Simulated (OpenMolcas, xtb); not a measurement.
# How methods differ on CH7BSi2 (SMILES CB1[SiH2][SiH2]1)

The species is CH7BSi2 (11 atoms), meant as a singlet with charge 0. As SMILES, `CB1[SiH2][SiH2]1`. Geometry: relaxed at PBE0-D4/def2-TZVP.

```tsv
atom	x (Å)	y (Å)	z (Å)
C	-0.2639	1.7935	0.0995
B	-0.4506	0.2430	-0.0166
Si	0.0188	-1.1486	1.1994
Si	0.2103	-0.9829	-1.3188
H	0.1656	2.1218	1.0488
H	-1.2713	2.2291	0.0511
H	0.3010	2.2380	-0.7230
H	-0.4792	-2.5413	1.1070
H	0.8769	-0.9754	2.4039
H	1.2390	-0.6628	-2.3466
H	-0.2812	-2.3712	-1.4842
```

Quantity: the HOMO–LUMO gap, in eV. The values are calculated.

```json
{"level": "GFN0-xTB", "kind": "semi-empirical", "program": "xtb", "value (eV)": "1.27", "CPU time": "under 2 s"}
{"level": "HF/6-31G* (spherical functions)", "kind": "Hartree–Fock", "program": "OpenMolcas", "value (eV)": "9.99", "CPU time": "13 s"}
{"level": "SVWN5/6-31G* (spherical functions)", "kind": "LDA", "program": "OpenMolcas", "value (eV)": "3.34", "CPU time": "49 s"}
{"level": "PBE/6-31G* (spherical functions)", "kind": "GGA", "program": "OpenMolcas", "value (eV)": "3.38", "CPU time": "58 s"}
{"level": "TPSS/6-31G* (spherical functions)", "kind": "meta-GGA", "program": "OpenMolcas", "value (eV)": "3.54", "CPU time": "81 s"}
{"level": "B3LYP/6-31G* (Cartesian functions)", "kind": "global hybrid", "program": "OpenMolcas", "value (eV)": "4.75", "CPU time": "61 s"}
{"level": "B2PLYP/6-31G* (spherical functions)", "kind": "double hybrid", "program": "OpenMolcas", "value (eV)": "7.00", "CPU time": "31 s"}
```

The values span 1.27 to 9.99 eV. Orbital gaps aren't excitation energies, and those of double hybrids come from the SCF part alone; they tend to grow with the share of exact exchange. Times are those of the runs behind each value, whatever else they computed, on shared processors of several kinds: orders of magnitude only.
